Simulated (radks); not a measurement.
Removal energies from the selenium ion Se9+, [Ar] 3d7, by Delta-SCF beside the eigenvalue of the level emptied. Method: scalar-relativistic Kohn-Sham, BLYP, spin-polarised, spherical densities, finite nucleus; Fermi nuclear charge, rms radius of each element as measured or else 0.836 A^(1/3) + 0.57 fm; computed with a radial shooting solver on a logarithmic mesh with Libxc functionals. Open shells are filled with parallel spins first.

removed from	final configuration	Delta-SCF (eV)	-eigenvalue (eV)
3d	[Ar] 3d6	256.32	238.38
3p	[Ne] 3s2 3p5 3d7	356.62	339.02
3s	[Ne] 3s1 3p6 3d7	417.97	400.26
2p	[He] 2s2 2p5 3s2 3p6 3d7	1667.5	1620.4
